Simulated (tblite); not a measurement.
Compound: C5H10F3PS.
Atom-mapped SMILES: `[CH3:1][CH2:2][CH2:3][P@:4]([CH3:5])(=[S:6])[C:7]([F:8])([F:9])[F:10]` (hydrogens: H11, H12, H13 on C1; H14, H15 on C2; H16, H17 on C3; H18, H19, H20 on C5)

Cartesian coordinates in Å at the GFN2-xTB level; atoms count from 1:
```xyz
20
C5H10F3PS angstrom
C      2.971   -0.114   -0.143
C      1.571   -0.632    0.160
C      0.548    0.503    0.137
P     -1.122   -0.105    0.631
C     -2.230    1.355    0.560
S     -1.259   -1.247    2.178
C     -1.691   -0.954   -0.980
F     -3.006   -1.187   -0.930
F     -1.473   -0.189   -2.063
F     -1.078   -2.117   -1.194
H      3.000    0.365   -1.119
H      3.282    0.611    0.607
H      3.682   -0.935   -0.143
H      1.554   -1.104    1.145
H      1.296   -1.392   -0.575
H      0.491    0.972   -0.849
H      0.820    1.269    0.872
H     -2.120    1.901   -0.375
H     -1.983    2.000    1.403
H     -3.259    1.010    0.676
```

Method: GFN2-xTB as coded in tblite; computed harmonic values from a numerical Hessian at the method's own geometry, unscaled. Errors from tens to a few hundred cm⁻¹ against measured bands are possible. One conformer, not necessarily the lowest.

Harmonic wavenumbers (cm⁻¹): 30.4, 60.2, 66.7, 101.6, 119.1, 144.6, 155.9, 190.6, 200.4, 228.2, 239.1, 256.2, 293.4, 356.3, 394.0, 468.1, 468.8, 634.6, 668.3, 732.0, 744.2, 786.0, 831.6, 852.7, 884.2, 943.1, 997.1, 1044.5, 1076.0, 1082.5, 1102.1, 1106.2, 1200.2, 1205.3, 1266.6, 1305.2, 1338.9, 1400.0, 1417.1, 1417.4, 1418.6, 1483.8, 1499.3, 1500.0, 2927.1, 2944.1, 2972.8, 2986.5, 2987.8, 2997.1, 3005.6, 3032.7, 3037.4, 3052.9.

A = 1089, B = 777.1, C = 632.9 MHz; mass 190.019 u (most abundant isotopes); point group C1, symmetry number 1.

Problem. What is the zero-point energy?

Solution. ½Σν̃ = 31828 cm⁻¹ = 380.74 kJ/mol.

Problem. Entropy at 200 K, 1 bar (ideal gas, RRHO, classical rotation)?

Solution. Translation 166.00, rotation 123.78, vibration 127.13: S = 416.9 J/(mol K).

Problem. And Cp and H(200 K) − H(0)?

Solution. Cp = 155.72 J/(mol K), of which vibrations give 122.46 (their classical limit is 54 R = 449.0); H(200 K) − H(0) = 20.09 kJ/mol without the zero-point energy, 13.44 from vibrations.

Problem. Blend soft modes into free rotors: weight 1/[1 + (100 cm⁻¹/ν̃)⁴] for the oscillator and the rest for a rotor with moment μB/(μ + B), μ = h/(8π²ν), B = 10⁻⁴⁴ kg m². What vibrational entropy results?

Solution. 116.78 J/(mol K) in place of 127.13, which changes −T·S at 200 K by +2.07 kJ/mol.

Problem. Which modes carry the vibrational entropy at 200 K?

Solution. 30.4 cm⁻¹: 20.97; 60.2 cm⁻¹: 15.34; 66.7 cm⁻¹: 14.50; 101.6 cm⁻¹: 11.10; 119.1 cm⁻¹: 9.85; 144.6 cm⁻¹: 8.35 J/(mol K); the other 48 give 47.02 together.

Problem. What must be added to the electronic energy to get the Gibbs energy at 200 K and 1 bar?

Solution. ZPE + [H(200 K) − H(0)] − T·S = 380.74 + 20.09 − 83.38 = 317.45 kJ/mol.

Hindered rotation and anharmonicity are outside this model. Other conformers, if any are populated, would add a mixing term that is left out. The structure is chiral; the term R ln 2 for an equal mix with its mirror image is left out.
